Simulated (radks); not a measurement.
The mean radii <r> (bohr) of the occupied orbitals of an atom or ion are listed with their occupations. Calculated with a radial shooting solver on a logarithmic mesh with Libxc functionals: scalar-relativistic Kohn-Sham, r2SCAN, spin-polarised, spherical densities, finite nucleus; meta-GGA in the generalised Kohn-Sham scheme; Fermi nuclear charge, rms radius of each element as measured or else 0.836 A^(1/3) + 0.57 fm.

| orbital | occ. | <r> |
|---|---|---|
| 1s up | 1 | 0.01966 |
| 1s down | 1 | 0.01966 |
| 2s up | 1 | 0.08333 |
| 2s down | 1 | 0.08332 |
| 2p up | 3 | 0.07416 |
| 2p down | 3 | 0.07416 |
| 3s up | 1 | 0.2165 |
| 3s down | 1 | 0.2164 |
| 3p up | 3 | 0.2161 |
| 3p down | 3 | 0.2160 |
| 3d up | 5 | 0.1962 |
| 3d down | 5 | 0.1961 |
| 4s up | 1 | 0.4863 |
| 4s down | 1 | 0.4865 |
| 4p up | 3 | 0.5154 |
| 4p down | 3 | 0.5156 |
| 4d up | 5 | 0.5536 |
| 4d down | 5 | 0.5544 |
| 5s up | 1 | 1.141 |
| 5s down | 1 | 1.150 |
| 5p up | 3 | 1.305 |
| 5p down | 3 | 1.316 |
| 4f up | 7 | 0.6663 |
| 4f down | 4 | 0.6762 |
| 6s up | 1 | 2.692 |
| 6s down | 1 | 2.714 |

Name the element and its charge. Open shells, if any, are filled with parallel spins first.

Answer. Z = 70, ytterbium, charge +3: Yb3+ in [Xe] 4f11 6s2. The 1s radius gives Z: for a bare nucleus <r> = (2 gamma + 1)/(2Z) with gamma = sqrt(1 - (Z/c)^2), 0.01942 bohr for Z = 70, and screening makes it slightly larger (0.01966 here). The occupations add up to 67, and the charge is Z minus that.
